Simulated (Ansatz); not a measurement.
A short molecular-dynamics run on KBi₂.

```yaml
crystal:
  periodic: [false, false, false]
  atoms:
    - {symbol: K, position_ang: [0.970869, 1.903014, 0.094403]}
    - {symbol: Bi, position_ang: [0.559149, -1.438965, -0.797397]}
    - {symbol: Bi, position_ang: [-1.530018, -0.464049, 0.702994]}
basis:
  gaussian: {orbitals: def2-SVP}
magnetization: {spin_polarized: true, initial_magnetization: 1}
hamiltonian: {xc: {name: r2SCAN}}
md: {timestep: 0.5 fs, n_steps: 15, ensemble: nve, temperature: 1000, initial_velocities: maxwell_boltzmann, seed: 133}
scf: {omitted_lower_state_checks: [starts]}
```

```sh
$ ansatz run in.yaml --threads 4 --pin off --events-out ev --progress --plain --max-ram 3916MiB
```

```csv
step,time (fs),potential energy (eV),kinetic (eV),T (K),conserved (eV)
0,0.0,-28009.9330,0.1293,1000,-28009.8038
1,0.5,-28009.9330,0.1293,1000,-28009.8038
2,1.0,-28009.9330,0.1292,1000,-28009.8038
3,1.5,-28009.9329,0.1292,999,-28009.8038
4,2.0,-28009.9328,0.1291,999,-28009.8038
5,2.5,-28009.9327,0.1289,998,-28009.8038
6,3.0,-28009.9326,0.1288,996,-28009.8038
7,3.5,-28009.9324,0.1286,995,-28009.8038
8,4.0,-28009.9322,0.1284,994,-28009.8038
9,4.5,-28009.9320,0.1282,992,-28009.8038
10,5.0,-28009.9317,0.1280,990,-28009.8038
11,5.5,-28009.9314,0.1277,988,-28009.8038
12,6.0,-28009.9311,0.1274,985,-28009.8038
13,6.5,-28009.9308,0.1270,983,-28009.8038
14,7.0,-28009.9305,0.1267,980,-28009.8038
15,7.5,-28009.9301,0.1263,977,-28009.8038
```

Velocities are drawn at the set temperature; a run this short doesn't reach equilibrium.

In the def2 sets Bi takes a core potential; there is no spin–orbit coupling.

Frames (Å, forces in eV/Å):

```xyz
3
time=0.0 fs
K     0.971    1.903    0.094    0.015    0.029    0.001
Bi    0.559   -1.439   -0.797    0.152   -0.089   -0.115
Bi   -1.530   -0.464    0.703   -0.167    0.060    0.114
3
time=0.5 fs
K     0.974    1.905    0.093    0.011    0.023    0.002
Bi    0.559   -1.439   -0.797    0.157   -0.088   -0.118
Bi   -1.530   -0.465    0.703   -0.167    0.065    0.116
3
time=1.0 fs
K     0.976    1.907    0.093    0.006    0.016    0.002
Bi    0.559   -1.438   -0.797    0.161   -0.088   -0.120
Bi   -1.531   -0.465    0.703   -0.167    0.071    0.118
3
time=1.5 fs
K     0.979    1.909    0.092    0.002    0.010    0.002
Bi    0.558   -1.438   -0.797    0.166   -0.087   -0.122
Bi   -1.531   -0.466    0.703   -0.168    0.077    0.120
3
time=2.0 fs
K     0.982    1.911    0.091   -0.002    0.004    0.003
Bi    0.558   -1.438   -0.796    0.170   -0.086   -0.125
Bi   -1.531   -0.467    0.703   -0.168    0.083    0.122
3
time=2.5 fs
K     0.985    1.913    0.090   -0.007   -0.002    0.003
Bi    0.558   -1.438   -0.796    0.175   -0.086   -0.127
Bi   -1.531   -0.467    0.703   -0.168    0.088    0.124
3
time=3.0 fs
K     0.988    1.915    0.089   -0.011   -0.008    0.003
Bi    0.558   -1.437   -0.796    0.179   -0.085   -0.129
Bi   -1.532   -0.468    0.703   -0.168    0.094    0.126
3
time=3.5 fs
K     0.990    1.916    0.088   -0.015   -0.014    0.003
Bi    0.557   -1.437   -0.796    0.183   -0.085   -0.131
Bi   -1.532   -0.468    0.703   -0.169    0.099    0.128
3
time=4.0 fs
K     0.993    1.918    0.087   -0.019   -0.020    0.004
Bi    0.557   -1.437   -0.796    0.188   -0.084   -0.134
Bi   -1.532   -0.469    0.703   -0.169    0.104    0.130
3
time=4.5 fs
K     0.996    1.920    0.086   -0.023   -0.026    0.004
Bi    0.557   -1.437   -0.795    0.192   -0.083   -0.136
Bi   -1.533   -0.470    0.703   -0.169    0.110    0.132
3
time=5.0 fs
K     0.999    1.922    0.085   -0.027   -0.032    0.004
Bi    0.557   -1.436   -0.795    0.196   -0.083   -0.138
Bi   -1.533   -0.470    0.702   -0.169    0.115    0.134
3
time=5.5 fs
K     1.002    1.924    0.084   -0.031   -0.038    0.005
Bi    0.557   -1.436   -0.795    0.201   -0.082   -0.140
Bi   -1.533   -0.471    0.702   -0.170    0.120    0.136
3
time=6.0 fs
K     1.004    1.926    0.083   -0.035   -0.044    0.005
Bi    0.556   -1.436   -0.795    0.205   -0.081   -0.142
Bi   -1.533   -0.472    0.702   -0.170    0.125    0.137
3
time=6.5 fs
K     1.007    1.928    0.082   -0.039   -0.049    0.005
Bi    0.556   -1.435   -0.795    0.209   -0.080   -0.144
Bi   -1.534   -0.472    0.702   -0.170    0.130    0.139
3
time=7.0 fs
K     1.010    1.930    0.081   -0.042   -0.055    0.005
Bi    0.556   -1.435   -0.794    0.213   -0.080   -0.146
Bi   -1.534   -0.473    0.702   -0.171    0.135    0.141
3
time=7.5 fs
K     1.013    1.932    0.081   -0.046   -0.061    0.005
Bi    0.556   -1.435   -0.794    0.217   -0.079   -0.148
Bi   -1.534   -0.473    0.702   -0.171    0.140    0.143
```

Run time 2.9 min (4 threads of Intel Xeon on a shared host).
